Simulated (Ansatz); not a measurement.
Input for Ansatz (a first-principles code): R-PBE/def2-TZVPP on AlAsH4 (SMILES [AlH2][AsH2]), a point of a torsion scan.

Ansatz 0.2 input:
```yaml
crystal:
  periodic: [false, false, false]
  atoms:
    - {symbol: Al, position_ang: [-0.86480814, -0.12979796, -0.14942206]}
    - {symbol: As, position_ang: [1.48181469, -0.42113696, -0.55534952]}
    - {symbol: H, position_ang: [-2.09296843, -1.04268972, -0.44055384]}
    - {symbol: H, position_ang: [-1.35294706, 1.17723363, 0.55109559]}
    - {symbol: H, position_ang: [1.35233424, 1.09001789, -0.65565139]}
    - {symbol: H, position_ang: [1.49696005, -0.26475010, 0.95799368]}
basis:
  gaussian:
    orbitals: def2-TZVPP
hamiltonian:
  xc: {name: PBE}
scf: {lower_state_search: off}
```

The head of its log:

```
WARN ansatz: RAYON_NUM_THREADS=1 ignored (pool sized by the plan → 1); use --threads N
Functional definition: PBE
these checks for a lower state are left out or cut short: stability, starts, cluster_reference, orbital_swaps, neighbouring_geometries, increment
integrals: 0.06 GiB planned
878 factors; their error is unknown
mean field: 0.43 GiB planned
mean field evaluation 1: about -67488.4594 eV, gradient 2.3e1 eV
mean field evaluation 2: about -67489.2442 eV, gradient 1.7e1 eV
```

Question: Give the final energy of this run.

Answer: -2480.2125 hartree.
